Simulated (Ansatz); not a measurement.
Mean bond length (Å) of eight silicon and germanium compounds: PBE-D3(BJ) beside B3LYP-D3(BJ), computed with Ansatz (a quantum-chemistry and plane-wave program) for isolated molecules in the bases named; differences from unrounded values. The eight are the first of their class met in an unordered collection, after screening for sound electronic states; none was chosen by its value. Each level has its own optimised geometry.

| molecule | basis | B3LYP-D3(BJ) |
|---|---|---|
| C2H4F2Si, SMILES C(=C(\F)[SiH3])/F | def2-SVP | 1.435 |
| C₃H₆OSi, SMILES [SiH3][C@@H]1C=CO1 | def2-SVP | 1.398 |
| F4H2SSi2, SMILES F[SiH2]S[Si](F)(F)F | def2-SVP | 1.707 |
| Ge(F)2(Me)2 (C2H6F2Ge), SMILES [F][Ge]([CH3])([F])[CH3] | def2-SVP | 1.397 |
| CH8N2Si, SMILES C[SiH](N)N | def2-SVP | 1.293 |
| CH4ClGeNSi, SMILES Cl[Si@H]1N=[CH][GeH2]1 | def2-SVP | 1.698 |
| CH5FO2Si2, SMILES F[Si@H]1OC[SiH2]O1 | def2-SVP | 1.513 |
| C₂H₅ClOSi₂, SMILES O[SiH2]C#C[SiH2]Cl | def2-SVP | 1.554 |

Problem. Estimate the PBE-D3(BJ) values and say how PBE-D3(BJ) differs from B3LYP-D3(BJ) over the set. (The exact figures need the calculation; the answer reports its results.)

Solution. 
```csv
molecule,PBE-D3(BJ),difference
"C2H4F2Si, SMILES C(=C(\F)[SiH3])/F",1.444,0.009
"C₃H₆OSi, SMILES [SiH3][C@@H]1C=CO1",1.406,0.008
"F4H2SSi2, SMILES F[SiH2]S[Si](F)(F)F",1.719,0.011
"Ge(F)2(Me)2 (C2H6F2Ge), SMILES [F][Ge]([CH3])([F])[CH3]",1.404,0.008
"CH8N2Si, SMILES C[SiH](N)N",1.302,0.009
"CH4ClGeNSi, SMILES Cl[Si@H]1N=[CH][GeH2]1",1.706,0.009
"CH5FO2Si2, SMILES F[Si@H]1OC[SiH2]O1",1.524,0.011
"C₂H₅ClOSi₂, SMILES O[SiH2]C#C[SiH2]Cl",1.564,0.010
```
PBE-D3(BJ) lies below B3LYP-D3(BJ) in 0 and above it in 8 of the eight; the mean signed difference is 0.009 and the largest 0.011 Å.
